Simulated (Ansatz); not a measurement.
Cartesian coordinates in Å:
```
I -1.532 -2.586 0.345
Si -0.263 -0.763 -0.658
C 1.193 -0.122 0.245
C 0.430 0.964 0.497
N -0.808 0.842 -0.173
H -0.262 -1.022 -2.116
H 2.226 -0.293 0.492
H 0.667 1.861 1.066
H -1.652 1.120 0.303
```

Charge 0, multiplicity 1. I: def2 effective core potential.

List the PBE0/def2-TZVPP orbital energies in eV (Ansatz 0.2.0). (An estimate is asked.)

Computed: Occupied: -1803.85, -391.47, -279.91, -277.91, -187.65, -146.02, -133.55, -133.36, -133.35, -100.73, -100.67, -100.63, -52.66, -52.60, -52.58, -52.42, -52.42, -26.07, -20.62, -19.51, -16.56, -15.43, -13.21, -12.31, -11.31, -10.55, -9.18, -9.00, -7.86, -7.60, -6.56. Lowest empty: -0.75, 0.01, 0.49, 1.44, 1.70, 2.31, 2.81, 3.04.
